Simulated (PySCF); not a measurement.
**C3H8NOSi: g tensor and hyperfine couplings**

Compound: C3H8NOSi (doublet state).
Cartesian coordinates in Å at the GFN2-xTB level; atoms count from 1:
```xyz
14
C3H8NOSi angstrom
C      2.239   -0.900   -0.393
N      0.954   -0.341   -0.127
C      0.873    0.738    0.589
Si    -0.761    1.513    0.791
O     -2.124    0.781    0.329
C     -2.312   -0.354   -0.471
H      3.065   -0.348    0.081
H      2.252   -1.935   -0.042
H      2.399   -0.920   -1.475
H      1.776    1.237    0.969
H     -1.237    2.470    1.756
H     -2.999   -1.027    0.047
H     -1.367   -0.863   -0.655
H     -2.759   -0.051   -1.421
```

The hyperfine couplings belong to this conformer and change with its torsions.

The species is `[SiH](OC)/C=N/C` [radical].

Level of theory: UKS B3LYP, pcH-1 on C H N O Si, non-relativistic, mean-field spin-orbit, GIAO in PySCF. Isolated species at its GFN2-xTB geometry (one conformer only). The geometry wasn't refined by DFT: couplings that depend on bond lengths, twists or pyramidal angles can differ widely from those at the functional's own minimum, by a factor of two or more for some ions and for spin on atoms past the first row. Stability of the SCF solution: not tested.

```json
{
  "g1, g2, g3": "2.00207, 2.00310, 2.00373",
  "g_iso": "2.00297",
  "Form of g": "rhombic: the two nearest values differ by 38 % of g3 − g1",
  "⟨S²⟩": "0.7641 (exact 0.7500)",
  "α and β electrons": "28, 27",
  "HOMO–LUMO gap, α and β orbitals": "3.96, 4.69 eV",
  "Total energy": "-538.57568 Eh"
}
```

Hyperfine couplings atom by atom, in MHz; T1 to T3 are the principal values of the dipolar part; ρ(0) is the spin density at the nucleus:

```json
{"atom": "C1", "isotope": "13C", "a_iso": "-13.0", "of which spin–orbit": "0.0", "T1": "-1.4", "T2": "-0.3", "T3": "1.7", "Mulliken spin population": "-0.02", "ρ(0) (bohr⁻³)": "-0.0115"}
{"atom": "N2", "isotope": "14N", "a_iso": "15.3", "of which spin–orbit": "0.0", "T1": "-16.3", "T2": "-16.1", "T3": "32.4", "Mulliken spin population": "0.33", "ρ(0) (bohr⁻³)": "0.0473"}
{"atom": "C3", "isotope": "13C", "a_iso": "-10.3", "of which spin–orbit": "0.0", "T1": "-17.8", "T2": "6.2", "T3": "11.6", "Mulliken spin population": "-0.09", "ρ(0) (bohr⁻³)": "-0.0091"}
{"atom": "Si4", "isotope": "29Si", "a_iso": "-207.2", "of which spin–orbit": "0.9", "T1": "-130.0", "T2": "64.1", "T3": "65.9", "Mulliken spin population": "0.70", "ρ(0) (bohr⁻³)": "0.2342"}
{"atom": "O5", "isotope": "17O", "a_iso": "-17.9", "of which spin–orbit": "-0.1", "T1": "-33.0", "T2": "16.1", "T3": "16.9", "Mulliken spin population": "0.06", "ρ(0) (bohr⁻³)": "0.0294"}
{"atom": "C6", "isotope": "13C", "a_iso": "-3.2", "of which spin–orbit": "0.0", "T1": "-0.7", "T2": "-0.5", "T3": "1.2", "Mulliken spin population": "-0.01", "ρ(0) (bohr⁻³)": "-0.0028"}
{"atom": "H7", "isotope": "1H", "a_iso": "0.5", "of which spin–orbit": "0.0", "T1": "-2.0", "T2": "-1.8", "T3": "3.8", "Mulliken spin population": "0.00", "ρ(0) (bohr⁻³)": "0.0001"}
{"atom": "H8", "isotope": "1H", "a_iso": "37.9", "of which spin–orbit": "0.0", "T1": "-2.6", "T2": "-2.2", "T3": "4.8", "Mulliken spin population": "0.02", "ρ(0) (bohr⁻³)": "0.0085"}
{"atom": "H9", "isotope": "1H", "a_iso": "46.6", "of which spin–orbit": "0.0", "T1": "-2.5", "T2": "-1.8", "T3": "4.3", "Mulliken spin population": "0.02", "ρ(0) (bohr⁻³)": "0.0104"}
{"atom": "H10", "isotope": "1H", "a_iso": "1.3", "of which spin–orbit": "0.0", "T1": "-2.5", "T2": "-1.1", "T3": "3.6", "Mulliken spin population": "0.00", "ρ(0) (bohr⁻³)": "0.0003"}
{"atom": "H11", "isotope": "1H", "a_iso": "-8.7", "of which spin–orbit": "0.0", "T1": "-9.0", "T2": "1.6", "T3": "7.4", "Mulliken spin population": "-0.02", "ρ(0) (bohr⁻³)": "-0.0020"}
{"atom": "H12", "isotope": "1H", "a_iso": "7.0", "of which spin–orbit": "0.0", "T1": "-1.6", "T2": "-1.2", "T3": "2.8", "Mulliken spin population": "0.00", "ρ(0) (bohr⁻³)": "0.0016"}
{"atom": "H13", "isotope": "1H", "a_iso": "0.1", "of which spin–orbit": "0.0", "T1": "-2.7", "T2": "-0.2", "T3": "2.9", "Mulliken spin population": "0.00", "ρ(0) (bohr⁻³)": "0.0000"}
{"atom": "H14", "isotope": "1H", "a_iso": "7.2", "of which spin–orbit": "0.0", "T1": "-1.8", "T2": "-1.4", "T3": "3.1", "Mulliken spin population": "0.01", "ρ(0) (bohr⁻³)": "0.0016"}
```

The Mulliken spin populations are largest on Si4 (+0.70), N2 (+0.33), C3 (-0.09) and O5 (+0.06). The angles at Si4 add up to 355.4°, so it is nearly planar.

Axes: g3 points within 14° of the Si4–O5 bond.

Under fast tumbling the dipolar parts average out, and these isotropic splittings remain: 3 × 1H (H7/H8/H9, I = 1/2, 4 lines) with 1.01 mT, 1 × 14N (N2, I = 1, 3 lines) with 0.54 mT, 1 × 1H (H11, I = 1/2, 2 lines) with 0.31 mT, 3 × 1H (H12/H13/H14, I = 1/2, 4 lines) with 0.17 mT and 1 × 1H (H10, I = 1/2, 2 lines) with 0.05 mT.

Class means assume fast exchange of nuclei equivalent by connectivity; if that motion is slow, each nucleus keeps its own coupling. The three 1H nuclei of mean +28.3 MHz run from 0.5 to 46.6 MHz in the frozen geometry. The three 1H nuclei of mean +4.8 MHz run from 0.1 to 7.2 MHz in the frozen geometry.

The 17O coupling of O5 (-17.9 MHz) shows only in satellite lines or after enrichment, since that isotope makes up about 0.038 % of natural oxygen.

The 29Si coupling of Si4 (-207.2 MHz) shows only in satellite lines or after enrichment, since that isotope makes up about 4.7 % of natural silicon.
